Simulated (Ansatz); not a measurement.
Total energies of CH6FGaSi, SMILES `FC[SiH2][GaH2]`.

```xyz
10

F    -0.099   -0.902   -1.311
C     0.721    0.254   -1.120
Si    0.342    0.849    0.664
Ga   -1.192   -0.996    0.909
H     0.442    0.959   -1.905
H     1.750   -0.072   -1.281
H     1.598    0.866    1.464
H    -0.189    2.240    0.627
H    -2.700   -0.820    0.513
H    -0.673   -2.379    1.441
```

Total charge 0; spin multiplicity 1. Correlated methods include outer-core shells of Ga, which these sets cover unevenly. Scalar relativity is left out up to krypton. The structure was optimised at the PBE0-D4/def2-TZVP level. It is one conformer, not always the lowest. Basis def2-TZVPP, Ansatz 0.2.0.

RPA on PBE orbitals: Hartree–Fock energy of these orbitals -2352.94567 Eh, correlation -1.29759 Eh (frozen core).

| functional | energy without D4 (Eh) | D4 term (kJ/mol) |
| --- | --- | --- |
| LDA (SPW92) | -2350.71023 | – |
| PBE | -2355.34157 | -20.6 |
| revPBE | -2355.69340 | -57.5 |
| r2SCAN | -2355.83700 | -4.8 |
| PBE0 | -2355.41844 | -17.5 |
| B3LYP | -2356.02137 | -33.6 |
| HSE06 (plane-wave form) | -2355.40419 | -16.5 |
| BHLYP | -2355.85161 | -28.1 |
| LC-ωPBE | -2355.52575 | – |
| B2PLYP | -2355.35914 | – |

(1) Give the same for BLYP, B97M-V, r2SCANh, r2SCAN0, CAM-B3LYP, ωB97X-V, ωB97M-V, PBE-QIDH. (Estimate.)

B3LYP takes the VWN-RPA correlation (the form of Gaussian; ORCA's B3LYP/G). HSE06 is the plane-wave form, built on full-range PBE exchange. The double hybrids freeze the cores in their second-order part.

Results:

(1) Ansatz gave: 
| functional | energy without D4 (Eh) | D4 term (kJ/mol) |
| --- | --- | --- |
| BLYP | -2355.97082 | -44.7 |
| B97M-V | -2355.46739 | – |
| r2SCANh | -2355.81727 | -5.2 |
| r2SCAN0 | -2355.78933 | -5.8 |
| CAM-B3LYP | -2356.01978 | -18.0 |
| ωB97X-V | -2355.67622 | – |
| ωB97M-V | -2355.75769 | – |
| PBE-QIDH | -2354.97713 | – |

LC-ωPBE has ω = 0.4 bohr⁻¹.
